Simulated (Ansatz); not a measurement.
C₃₁H₁₉F₃OSe₄ (relaxed from a model of COc1ccc(-c2ccc(-c3ccc(-c4ccc(-c5ccc(-c6ccc(C(F)=C(F)F)cc6)[se]5)[se]4)[se]3)[se]2)cc1, whose bonding it doesn't keep). Charge 0, multiplicity 3. Geometry PBE-D4/def2-SVP, that of the neutral singlet; atoms count from 1.

Cartesian coordinates in Å:
```
C 10.557 -4.270 7.592
O 10.437 -3.057 6.871
C 9.321 -2.853 6.126
C 9.256 -1.626 5.427
C 8.153 -1.320 4.638
C 7.063 -2.224 4.503
C 5.918 -1.891 3.666
C 5.811 -0.881 2.708
C 4.568 -0.777 2.047
C 3.589 -1.701 2.428
C 2.256 -1.847 1.936
C 1.298 -2.804 2.328
C 0.084 -2.787 1.637
C -0.099 -1.799 0.635
C -1.215 -1.677 -0.168
C -0.866 1.258 -0.919
C -1.124 2.443 -1.636
C -1.790 2.622 -2.815
C -2.894 2.555 -3.566
C -3.038 2.480 -4.991
C -4.328 2.419 -5.496
C -5.392 2.527 -4.561
C -6.796 2.696 -4.880
C -7.259 2.659 -6.224
C -8.606 2.825 -6.534
C -9.571 3.045 -5.518
C -10.962 3.213 -5.913
F -11.220 3.132 -7.240
C -12.051 3.449 -5.132
F -13.272 3.587 -5.613
F -12.017 3.566 -3.813
C -9.120 3.083 -4.171
C -7.775 2.906 -3.870
Se -4.741 2.520 -2.801
Se -1.731 -0.383 -1.295
Se 1.568 -0.727 0.582
Se 4.285 -2.839 3.785
C 7.149 -3.445 5.211
C 8.250 -3.764 6.013
H 11.530 -4.228 8.116
H 9.746 -4.386 8.345
H 10.548 -5.156 6.918
H 10.094 -0.922 5.532
H 8.120 -0.349 4.124
H 6.656 -0.219 2.468
H 4.370 -0.024 1.269
H 1.519 -3.545 3.110
H -0.725 -3.508 1.822
H -0.155 1.282 -0.079
H -0.571 3.330 -1.262
H -2.140 2.485 -5.624
H -4.519 2.373 -6.578
H -6.549 2.494 -7.046
H -8.932 2.789 -7.582
H -9.831 3.248 -3.352
H -7.459 2.936 -2.815
H 6.335 -4.183 5.119
H 8.268 -4.729 6.538
```

Single mean-field runs in def2-SVP are fitted with def2-universal-jkfit. The charge 0 triplet is spin-contaminated (final ⟨S²⟩ up to 2.24, 2.00 for a pure state).

Estimate the Mulliken populations of the heavy atoms from the PBE0/def2-SVP orbitals of Ansatz.


```csv
atom,charge (e),spin (α − β)
C1,0.09,0.00
O2,-0.34,0.00
C3,0.21,0.02
C4,-0.03,-0.01
C5,-0.03,0.02
C6,0.06,-0.02
C7,-0.13,0.08
C8,-0.03,-0.05
C9,-0.02,0.09
C10,-0.13,-0.07
C11,-0.10,0.15
C12,-0.04,-0.08
C13,0.07,0.14
C14,-0.18,-0.08
C15,-0.23,0.03
C16,-0.20,0.60
C17,-0.07,-0.35
C18,-0.02,1.08
C19,-0.17,-0.33
C20,0.03,0.41
C21,-0.02,-0.24
C22,-0.15,0.42
C23,0.08,-0.16
C24,-0.03,0.15
C25,-0.02,-0.10
C26,-0.05,0.16
C27,0.18,-0.07
F28,-0.21,0.00
C29,0.34,0.10
F30,-0.15,0.01
F31,-0.16,0.01
C32,-0.02,-0.10
C33,-0.06,0.15
Se34,0.21,0.16
Se35,0.26,-0.06
Se36,0.18,-0.03
Se37,0.22,0.00
C38,-0.05,0.02
C39,-0.10,-0.01
```
Mulliken values depend strongly on the basis.

Where does the spin sit?

Summed by element: C 1.92, O 0.00, F 0.01, Se 0.07, H 0.00, of 2 unpaired in all. Largest on single atoms: C18 1.08, C16 0.60, C22 0.42.

And the Mayer bond orders between heavy atoms (over 0.3, the first 40 of 43)?

C1–O2 0.94 (1.42 Å); O2–C3 1.12 (1.36 Å); C3–C4 1.33 (1.41 Å); C3–C39 1.30 (1.41 Å); C4–C5 1.45 (1.39 Å); C5–C6 1.32 (1.42 Å); C6–C7 1.10 (1.46 Å); C6–C38 1.35 (1.41 Å); C7–C8 1.49 (1.40 Å); C7–Se37 1.12 (1.89 Å); C8–C9 1.31 (1.41 Å); C9–C10 1.45 (1.40 Å); C10–C11 1.24 (1.43 Å); C10–Se37 1.08 (1.90 Å); C11–C12 1.37 (1.41 Å); C11–Se36 1.15 (1.89 Å); C12–C13 1.39 (1.40 Å); C13–C14 1.33 (1.42 Å); C14–C15 1.52 (1.38 Å); C14–Se36 0.92 (1.98 Å); C15–Se35 1.38 (1.79 Å); C16–C17 1.43 (1.41 Å); C16–Se35 1.03 (1.89 Å); C17–C18 1.47 (1.37 Å); C18–C19 1.69 (1.34 Å); C19–C20 1.18 (1.43 Å); C19–Se34 0.94 (2.00 Å); C20–C21 1.44 (1.39 Å); C21–C22 1.34 (1.42 Å); C22–C23 1.16 (1.45 Å); C22–Se34 1.10 (1.88 Å); C23–C24 1.31 (1.42 Å); C23–C33 1.29 (1.42 Å); C24–C25 1.44 (1.39 Å); C25–C26 1.32 (1.42 Å); C26–C27 1.06 (1.46 Å); C26–C32 1.31 (1.42 Å); C27–F28 1.04 (1.35 Å); C27–C29 1.60 (1.36 Å); C29–F30 1.14 (1.32 Å).
